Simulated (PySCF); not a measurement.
Vertical excitations of a molecule CH4ClFOSi from TDDFT-PBE/def2-SVPD (PySCF 2.14.0), as energy in eV (oscillator strength): 7.01 (0.010), 7.30 (0.009), 7.44 (0.012), 7.53 (0.043), 7.71 (0.013), 7.85 (0.001), 7.90 (0.015), 7.98 (0.012), 8.02 (0.009), 8.08 (0.035). Lowest triplet (TDA): 6.87 eV. Geometry: B3LYP-D3(BJ)/def2-SVP. One conformer was computed; it need not be the lowest.

Task: Identify the compound among the candidates.
A) OC[Si@@H](F)Cl
B) O[Si@@H](Cl)CF
C) C[Si@](O)(F)Cl
D) CO[SiH](F)Cl

Result: D, CO[SiH](F)Cl
